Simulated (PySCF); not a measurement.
From one molecule to another.

First species: C5H12F3PSi.
Bonds: C1–C2, C2–C3, C2–P4, P4–C5, C5–Si6, P4–C7, C7–F8, C7–F9, C7–F10. Hydrogens: H11, H12, H13 on C1; H14 on C2; H15, H16, H17 on C3; H18, H19 on C5; H20, H21, H22 on Si6.

Second species: C₈H₁₂O₃.
SMILES: `C(C=C)[C@@H]1OC[C@@H]1OC(=O)C`

Levels: PBE0/pcSseg-1 for dipole moment, HOMO energy, LUMO energy and HOMO–LUMO gap; GFN2-xTB for rotational constant A and rotational constant C. Geometries: GFN2-xTB. Each structure is a single optimised conformer of the isolated species, non-relativistic unless stated. Electronic properties by PySCF.

The conformers computed, where there is a choice (atom-mapped SMILES and torsion angles):
- `[CH3:1][CH:2]([CH3:3])[P:4]([CH2:5][SiH3:6])[C:7]([F:8])([F:9])[F:10]`: C1–C2–P4–C5 -159°, C2–P4–C5–Si6 176°, C2–P4–C7–F8 -164°
- `[CH2:1]=[CH:2][CH2:3][C@@H:4]1[O:5][CH2:6][C@@H:7]1[O:8][C:9]([CH3:10])=[O:11]`: C1–C2–C3–C4 -135°, C2–C3–C4–O5 177°, C6–C7–O8–C9 162°, C7–O8–C9–C10 179°

```csv
property,column X,column Y
dipole moment,1.76 D,2.60 D
HOMO energy,-7.31 eV,-7.43 eV
LUMO energy,0.07 eV,0.25 eV
HOMO–LUMO gap,7.38 eV,7.68 eV
rotational constant A,1.462 GHz,1.167 GHz
rotational constant C,0.691 GHz,0.541 GHz
```

Problem. Which column belongs to which species?

Solution. Column X is the second species and column Y the first. The first has 22 atoms and 98 electrons, the second 23 and 84.

Problem. How does each property change from the first species to the second?

Solution. dipole moment -0.84 D; HOMO energy +0.12 eV; LUMO energy -0.18 eV; HOMO–LUMO gap -0.30 eV; rotational constant A +0.295 GHz; rotational constant C +0.150 GHz.

On the first: The dipole matches unit charges of opposite sign 0.54 Å apart (1 e·Å = 4.8032 D). GFN2-xTB frequencies show an imaginary mode (27i cm⁻¹), so this geometry is no minimum at that level.

On the second: In atomic units the dipole is 0.69 e·bohr (1 au = 2.5417 D). A dipole of 1.76 D is allowed in C1, and pure rotational transitions are dipole-allowed.
